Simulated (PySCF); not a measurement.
C₉H₇ (doublet state).
SMILES with atom numbers: `[CH2:1]=[CH:2][C:3]#[C:4][C:5]#[C:6][C@@H:7]1[CH:8][CH2:9]1` (hydrogens: H10, H11 on C1; H12 on C2; H13 on C7; H14 on C8; H15, H16 on C9)

Cartesian coordinates in Å at the GFN2-xTB level; atoms count from 1:
```
atom  x, y, z in Å
C1     4.356   -0.851   -0.566
C2     3.500   -0.230   -1.376
C3     2.145   -0.051   -1.071
C4     0.968    0.106   -0.814
C5    -0.336    0.280   -0.513
C6    -1.515    0.382   -0.246
C7    -2.872    0.577    0.118
C8    -3.200    1.746    0.957
C9    -3.303    0.438    1.588
H10    5.393   -0.974   -0.829
H11    4.042   -1.254    0.382
H12    3.824    0.172   -2.329
H13   -3.591    0.235   -0.620
H14   -2.559    2.562    1.226
H15   -2.583    0.147    2.347
H16   -4.277   -0.009    1.733
```

Level of theory: UKS B3LYP, pcH-1 on C H, non-relativistic, mean-field spin-orbit, GIAO (PySCF). Isolated species at its GFN2-xTB geometry, gas phase. Couplings are sensitive to structure, and on GFN2-xTB geometries they can be far from those on DFT ones. No stability test was run, so a lower SCF solution isn't excluded.

(1) Where do the isotropic ENDOR lines of H16, H13, H15, H14, H12, H11 and H10 fall at 332.4 mT, to first order?

(2) Which pairs are centred on the nuclear Larmor frequency, and which on half the coupling?

Results:

(1) For S = 1/2 in fast tumbling each set of equivalent nuclei gives two lines, ν± = |νn ± a/2| to first order, with νn = g_N μN B/h and μN/h = 7.62259 MHz/T.

```json
{"nuclei": "H16", "isotope": "1H", "g_N": "5.5857", "νn (MHz)": "14.15", "a_iso (MHz)": "87.27", "lower line (MHz)": "29.48", "upper line (MHz)": "57.79"}
{"nuclei": "H13", "isotope": "1H", "g_N": "5.5857", "νn (MHz)": "14.15", "a_iso (MHz)": "66.50", "lower line (MHz)": "19.10", "upper line (MHz)": "47.40"}
{"nuclei": "H15", "isotope": "1H", "g_N": "5.5857", "νn (MHz)": "14.15", "a_iso (MHz)": "54.10", "lower line (MHz)": "12.90", "upper line (MHz)": "41.20"}
{"nuclei": "H14", "isotope": "1H", "g_N": "5.5857", "νn (MHz)": "14.15", "a_iso (MHz)": "-3.92", "lower line (MHz)": "12.19", "upper line (MHz)": "16.11"}
{"nuclei": "H12", "isotope": "1H", "g_N": "5.5857", "νn (MHz)": "14.15", "a_iso (MHz)": "1.90", "lower line (MHz)": "13.21", "upper line (MHz)": "15.10"}
{"nuclei": "H11", "isotope": "1H", "g_N": "5.5857", "νn (MHz)": "14.15", "a_iso (MHz)": "-0.97", "lower line (MHz)": "13.67", "upper line (MHz)": "14.64"}
{"nuclei": "H10", "isotope": "1H", "g_N": "5.5857", "νn (MHz)": "14.15", "a_iso (MHz)": "-0.86", "lower line (MHz)": "13.72", "upper line (MHz)": "14.58"}
```

(2) Centred on νn, since |a| < 2νn: H14, H12, H11 and H10. Centred on |a|/2 and split by 2νn: H16, H13 and H15.

The largest Mulliken spin population is on C8 (+0.94). The angles at C8 add up to 319.1°, so it is pyramidal.

On an Arm Neoverse V1 with one thread, no GPU (shared host), this took 86 s of wall time (grids of density and orbitals included) and 0.98 GiB of memory at its peak.
